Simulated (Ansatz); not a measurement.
GeI₂, triplet, at a GFN2-xTB geometry (the spin is typed, not shown lowest) (all electrons, no relativity), atoms displaced at random by about 0.1 Å a coordinate. Base run: HF/STO-3G in Ansatz (a quantum-chemistry and plane-wave program).

Input for Ansatz:
Ansatz 0.2 input:
```yaml
crystal:
  periodic: [false, false, false]
  atoms:
    - {symbol: Ge, position_ang: [-0.13505305, 0.07304293, 1.32642364]}
    - {symbol: I, position_ang: [1.15571672, -2.00029869, -0.35238761]}
    - {symbol: I, position_ang: [-0.95925814, 1.83537708, -0.20721168]}
basis:
  gaussian:
    orbitals: STO-3G
hamiltonian:
  xc: hf
magnetization: {spin_polarized: true, initial_magnetization: 2}
relax: {}
```

Variants of this job, named by their change:

```
change                          ΔE vs base (kcal/mol)  optimiser steps  core-seconds (rough)
------------------------------  ---------------------  ---------------  --------------------
base                                            0.000                6                    70
relax = f_tol: 0.002                            0.000                6                    60
relax = f_tol: 0.0005                           0.000                6                    60
relax = f_tol: 0.1                              0.014                4                    50
relax = escape_saddle: false                    0.000                6                    50
relax = max_displacement: 0.5                   0.000                6                    70
relax = max_displacement: 0.02                  0.000               17                   100
```
